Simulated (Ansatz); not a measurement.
A nudged elastic band was laid between two geometries of CH4 + Cl2FGa (9 atoms, charge 0, multiplicity 1).

Level of theory: RKS PBE0-D4/def2-SVP (Ansatz).

```
movable images  : 8
climbing image  : no
spring          : 5.0 eV/Å²
optimiser       : quadratic models (default)
start path      : through a guess of the saddle point
force threshold : 0.03 eV/Å
iteration limit : 57
end points      : relaxed
```

Initial state:

```xyz
9
Properties=species:S:1:pos:R:3
Ga -1.069 -0.482 -0.943
F -1.261 -1.936 0.003
Cl 0.071 -0.594 -2.731
Cl -2.323 1.173 -0.508
H 0.315 -0.537 1.052
C 0.900 0.372 0.832
H 0.410 1.250 1.268
H 1.895 0.222 1.276
H 1.062 0.532 -0.248
```

Final state:

```xyz
9
Properties=species:S:1:pos:R:3
Ga -0.485 0.118 -0.799
F -1.007 -1.689 0.463
Cl -0.005 -0.961 -2.601
Cl -2.445 1.013 -0.776
H -0.524 -1.671 1.256
C 0.906 0.698 0.442
H 0.489 0.952 1.428
H 1.692 -0.065 0.549
H 1.379 1.606 0.038
```

(1) Which bonds break or form, and what moves?

(2) Give the energies along the band, and the barrier.

(3) What is the geometry of the highest image?

The band took 52 iterations and roughly 40 core-minutes.

Answers

(1) Bonds broken: H5–C6. Bonds formed: Ga1–C6, F2–H5. CH4 + Cl2FGa becomes CH3Cl2Ga + FH.

(2) The forces met the threshold. The highest image is number 2 of 0 to 9, 110.8 kJ/mol above the first end and 50.8 kJ/mol above the last; the last end lies 60.0 kJ/mol above the first. Beside the main top the profile has a ripple of under 15 meV (maxima at images 2, 7), which may be a very shallow well or noise. A structure lower than the last end lies on the path between it and the top, so the climb from that side starts below the end, which may itself be a saddle point or a shallow side well. No image climbed, so the highest image needn't sit at the top of the path. The orbitals stay closed-shell, which can raise the energy where a bond breaks towards radicals; this wasn't checked here.

```
image  path coordinate (Å)  energy (kJ/mol)  H5–C6 (Å)  Ga1–C6 (Å)  F2–H5 (Å)
    0                 0.00              0.0       1.10        2.79       2.35
    1                 0.68             15.5       1.11        2.59       1.90
    2                 1.36            110.8       1.28        2.17       1.37
    3                 2.04             79.0       1.91        1.99       0.96
    4                 2.72             62.7       2.58        1.96       0.93
    5                 3.40             59.6       3.04        1.95       0.93
    6                 4.08             59.3       3.07        1.95       0.93
    7                 4.76             59.8       2.97        1.95       0.93
    8                 5.44             59.3       3.10        1.95       0.93
    9                 6.12             60.0       2.88        1.95       0.93
```

(3) 
```xyz
9
Properties=species:S:1:pos:R:3
Ga -0.779 -0.154 -0.782
F -0.797 -1.664 0.352
Cl -0.022 -0.664 -2.710
Cl -2.545 1.025 -0.594
H 0.138 -0.718 0.696
C 0.766 0.391 0.644
H 0.352 1.168 1.299
H 1.470 -0.237 1.214
H 1.419 0.854 -0.120
```

Time of the run: 22 min on 2 threads of Arm Neoverse V2, on a shared host, peak memory 0.32 GiB.
